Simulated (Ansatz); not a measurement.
A nudged elastic band was laid between two geometries of GeH₃S (5 atoms, charge 0, multiplicity 2).

The calculation used UKS PBE0-D4/def2-mTZVP in Ansatz 0.2.0.

```
movable images  : 7
climbing image  : yes
spring          : 5.0 eV/Å²
optimiser       : quadratic models (default)
start path      : through a guess of the saddle point
force threshold : 0.2 eV/Å
iteration limit : 60
end points      : relaxed
```

Initial state:

```xyz
5
Properties=species:S:1:pos:R:3
S 1.136 -0.803 0.654
Ge -0.399 0.687 0.032
H 0.256 -1.797 0.913
H -1.363 0.029 -0.991
H 0.420 1.810 -0.649
```

Final state:

```xyz
5
Properties=species:S:1:pos:R:3
S 0.316 -1.463 0.358
Ge -0.587 0.535 -0.035
H 1.223 -1.021 1.260
H -1.446 0.315 -1.302
H 0.544 1.560 -0.322
```

(1) What changes between the two ends?

(2) What energy profile does the band end with?

(3) What is the geometry of the highest image?

Answers

(1) No bond is made or broken. The dihedral H3–S1–Ge2–H5 goes from -166 to 49°. The two ends are copies of one structure, up to a mirror image or an exchange of like atoms.

(2) It converged. The highest image is number 4 of 0 to 8, 0.162 eV above the ends, which have the same energy within 2 meV. The threshold of 0.2 eV/Å is loose, so the images may lie well off the minimum-energy path. Another band between the same ends (7 images) ends at a top of the same energy, where a vibrational analysis finds 1 clearly imaginary mode.

```
image  path coordinate (Å)  energy (eV)  dihedral H3–S1–Ge2–H5 (°)
    0                 0.00        0.000                       -166
    1                 0.41        0.028                       -139
    2                 0.81        0.087                       -112
    3                 1.22        0.140                        -86
    4                 1.63        0.162                        -61
    5                 2.03        0.138                        -35
    6                 2.43        0.085                         -7
    7                 2.83        0.027                         22
    8                 3.23        0.000                         49
```

(3) 
```xyz
5
Properties=species:S:1:pos:R:3:forces:R:3
S 0.582 -0.825 1.286 -0.01 0.00 -0.02
Ge -0.399 0.765 0.059 0.00 0.01 0.02
H 0.906 -1.622 0.238 0.01 -0.01 0.01
H -1.639 0.214 -0.685 0.00 -0.01 0.00
H 0.601 1.394 -0.939 0.00 -0.01 0.00
```

The run took 4.3 min on 1 thread of Arm Neoverse V2 (shared host), peak memory 0.24 GiB.
